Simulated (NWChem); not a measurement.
System: BH3S2; SMILES SBS

NWChem printed, in part:

```
             Northwest Computational Chemistry Package (NWChem) 7.3.0
             --------------------------------------------------------

                             Geometry "geometry" -> ""
                             -------------------------

 Output coordinates in angstroms (scale by  1.889725989 to convert to a.u.)

  No.       Tag          Charge          X              Y              Z
 ---- ---------------- ---------- -------------- -------------- --------------
    1 B                    5.0000     0.00000000     0.00000000    -0.67998900
    2 H                    1.0000     0.00000000     0.00000000    -1.88313900
    3 S                   16.0000    -1.54139900     0.00000000     0.23811900
    4 H                    1.0000    -2.35649900     0.00000000    -0.83675800
    5 S                   16.0000     1.54139900     0.00000000     0.23811900
    6 H                    1.0000     2.35649900     0.00000000    -0.83675800

 Effective nuclear repulsion energy (a.u.)     119.2974470783

                              NWChem Property Module
                              ----------------------

                                 NWChem DFT Module
                                 -----------------

 Summary of "ao basis" -> "ao basis" (spherical)
 ------------------------------------------------------------------------------
       Tag                 Description            Shells   Functions and Types
 ---------------- ------------------------------  ------  ---------------------
 B                         def2-svpd                 8       20   4s2p2d
 H                         def2-svpd                 4        8   2s2p
 S                         def2-svpd                11       27   5s4p2d

            General Information
            -------------------
          SCF calculation type: DFT
          Wavefunction type:  closed shell.
          No. of atoms     :     6
          No. of electrons :    40
           Alpha electrons :    20
            Beta electrons :    20
          Charge           :     0
          Spin multiplicity:     1
          Use of symmetry is: off; symmetry adaption is: off
          Maximum number of iterations: 150
          AO basis - number of functions:    98
                     number of shells:    42
          Convergence on energy requested:  1.00D-06
          Convergence on density requested:  1.00D-05
          Convergence on gradient requested:  5.00D-04

              XC Information
              --------------
                         B3LYP Method XC Potential
                     Hartree-Fock (Exact) Exchange  0.200
                        Slater Exchange Functional  0.800 local
                    Becke 1988 Exchange Functional  0.720 non-local
              Lee-Yang-Parr Correlation Functional  0.810
                  VWN I RPA Correlation Functional  0.190 local

             Grid Information
             ----------------
          Grid used for XC integration:  medium
          Radial quadrature: Mura-Knowles
          Angular quadrature: Lebedev.
          Tag              B.-S. Rad. Rad. Pts. Rad. Cut. Ang. Pts.
          ---              ---------- --------- --------- ---------
          B                   0.85       49          11.0       434
          H                   0.35       45          13.0       434
          S                   1.00       88          13.0       590
          Grid pruning is: on
          Number of quadrature shells:   360
          Spatial weights used:  Erf1

      Superposition of Atomic Density Guess
      -------------------------------------

 Sum of atomic energies:        -820.70536905

      Non-variational initial energy
      ------------------------------

 Total energy =    -821.777368
 1-e energy   =   -1369.292556
 2-e energy   =     428.217740
 HOMO         =      -0.319971
 LUMO         =       0.010726

   convergence    iter        energy       DeltaE   RMS-Dens  Diis-err
 ---------------- ----- ----------------- --------- --------- ---------
 d= 0,ls=0.0,diis     1   -822.8251382840 -9.42D+02  1.02D-02  3.55D-01
 d= 0,ls=0.0,diis     2   -822.8392605809 -1.41D-02  5.96D-03  1.92D-01
 d= 0,ls=0.0,diis     3   -822.8641320807 -2.49D-02  2.07D-03  4.39D-02
 d= 0,ls=0.0,diis     4   -822.8714314395 -7.30D-03  4.17D-04  1.44D-03
 d= 0,ls=0.0,diis     5   -822.8716653872 -2.34D-04  1.18D-04  6.27D-05
  Resetting Diis
 d= 0,ls=0.0,diis     6   -822.8716750046 -9.62D-06  2.94D-05  6.53D-06
 d= 0,ls=0.0,diis     7   -822.8716760826 -1.08D-06  4.07D-06  5.04D-08
 d= 0,ls=0.0,diis     8   -822.8716760852 -2.66D-09  2.17D-06  3.45D-08

         Total DFT energy =     -822.871676085233
      One electron energy =    -1371.569239232084
           Coulomb energy =      485.946456271365
    Exchange-Corr. energy =      -56.546340202862
 Nuclear repulsion energy =      119.297447078348

 Numeric. integr. density =       39.999984662937

                       DFT Final Molecular Orbital Analysis
                       ------------------------------------

 Vector   18  Occ=2.000000D+00  E=-3.238404D-01
              MO Center=  3.9D-08,  2.9D-07, -2.2D-01, r^2= 4.0D+00
   Bfn.  Coefficient  Atom+Function         Bfn.  Coefficient  Atom+Function
  ----- ------------  ---------------      ----- ------------  ---------------
     7      0.314660  1 B  pz                21      0.280522  2 H  s
    42      0.268786  3 S  pz                77      0.268786  5 S  pz
    39      0.235339  3 S  pz                74      0.235339  5 S  pz
     3      0.142725  1 B  s                 10     -0.137300  1 B  pz
    56     -0.134576  4 H  s                 91     -0.134576  6 H  s

 Vector   19  Occ=2.000000D+00  E=-3.227801D-01
              MO Center=  1.6D-08, -2.9D-07,  1.4D-02, r^2= 3.2D+00
   Bfn.  Coefficient  Atom+Function         Bfn.  Coefficient  Atom+Function
  ----- ------------  ---------------      ----- ------------  ---------------
    41      0.354645  3 S  py                76      0.354645  5 S  py
    38      0.284155  3 S  py                73      0.284155  5 S  py
     6     -0.255421  1 B  py                35      0.160461  3 S  py
    70      0.160461  5 S  py                 9      0.059792  1 B  py
    44      0.041299  3 S  py                79      0.041299  5 S  py

 Vector   20  Occ=2.000000D+00  E=-2.697594D-01
              MO Center= -1.8D-08, -1.8D-08,  1.7D-01, r^2= 4.0D+00
   Bfn.  Coefficient  Atom+Function         Bfn.  Coefficient  Atom+Function
  ----- ------------  ---------------      ----- ------------  ---------------
    41      0.438088  3 S  py                76     -0.438088  5 S  py
    38      0.335872  3 S  py                73     -0.335872  5 S  py
    35      0.187541  3 S  py                70     -0.187541  5 S  py
    44      0.078489  3 S  py                79     -0.078489  5 S  py
    11     -0.032013  1 B  d -2

 Vector   21  Occ=0.000000D+00  E=-4.387898D-02
              MO Center= -1.9D-09, -1.9D-09, -4.2D-01, r^2= 3.5D+00
   Bfn.  Coefficient  Atom+Function         Bfn.  Coefficient  Atom+Function
  ----- ------------  ---------------      ----- ------------  ---------------
     6      0.545314  1 B  py                 9     -0.369400  1 B  py
    41      0.259462  3 S  py                76      0.259462  5 S  py
    38      0.175119  3 S  py                73      0.175119  5 S  py
    17      0.138560  1 B  d -1              51     -0.113323  3 S  d -2
    86      0.113323  5 S  d -2              35      0.093224  3 S  py

 Vector   22  Occ=0.000000D+00  E=-2.362126D-02
              MO Center=  4.6D-08, -2.2D-09, -6.1D-01, r^2= 8.4D+00
   Bfn.  Coefficient  Atom+Function         Bfn.  Coefficient  Atom+Function
  ----- ------------  ---------------      ----- ------------  ---------------
     4      2.468306  1 B  s                  3     -0.837926  1 B  s
    33     -0.529593  3 S  s                 68     -0.529593  5 S  s
    22      0.521914  2 H  s                 10      0.503981  1 B  pz
    43     -0.271189  3 S  px                78      0.271189  5 S  px
    31     -0.213200  3 S  s                 66     -0.213200  5 S  s

 Vector   23  Occ=0.000000D+00  E= 1.245980D-02
              MO Center=  2.8D-08, -3.5D-09, -8.2D-01, r^2= 1.3D+01
   Bfn.  Coefficient  Atom+Function         Bfn.  Coefficient  Atom+Function
  ----- ------------  ---------------      ----- ------------  ---------------
    43      0.670291  3 S  px                78      0.670291  5 S  px
    57      0.294639  4 H  s                 92     -0.294639  6 H  s
    45      0.266006  3 S  pz                80     -0.266006  5 S  pz
    33     -0.225963  3 S  s                 68      0.225963  5 S  s
    31      0.198820  3 S  s                 66     -0.198820  5 S  s

     Multipole analysis of the density
     ---------------------------------

     L   x y z        total         alpha         beta         nuclear
     -   - - -        -----         -----         ----         -------
     0   0 0 0     -0.000000    -20.000000    -20.000000     40.000000

     1   1 0 0      0.000000      0.000000      0.000000     -0.000000
     1   0 1 0     -0.000000     -0.000000     -0.000000      0.000000
     1   0 0 1     -0.558973     -0.906127     -0.906127      1.253281

[...]

 DFT Linear Response polarizability / au
 Frequency  =       0.0000000 / au
              X              Y              Z
 -----------------------------------------------
 X      79.9049225      0.0000001      0.0000001
 Y       0.0000001     45.5799773     -0.0000002
 Z       0.0000001     -0.0000002     52.8294968
 -----------------------------------------------
 Eigenvalues =      79.9049225     45.5799773     52.8294968
 Isotropic   =      59.4381322
 Anisotropic =      31.3355714
 -----------------------------------------------

 Magnetic Dipole Response Matrix (nonzero elements):

 Exiting AOResponse driver routine
```

Level: B3LYP/def2-SVPD. Structure relaxed at the PBE0/def2-SVP level. B3LYP is NWChem's, with the RPA form of VWN correlation.

### Question
Reconstruct the input file.

### Answer
Several could match; the one computed here: the input that was run:
```
start job
memory heap 200 mb stack 900 mb global 1100 mb
geometry units angstroms noautosym nocenter noautoz
  B      0.000000     0.000000    -0.679989
  H      0.000000     0.000000    -1.883139
  S     -1.541399     0.000000     0.238119
  H     -2.356499     0.000000    -0.836758
  S      1.541399     0.000000     0.238119
  H      2.356499     0.000000    -0.836758
end
basis spherical
  * library def2-svpd
end
dft
  xc b3lyp
  iterations 150
end
property
  response 1 0.0
end
task dft property
```
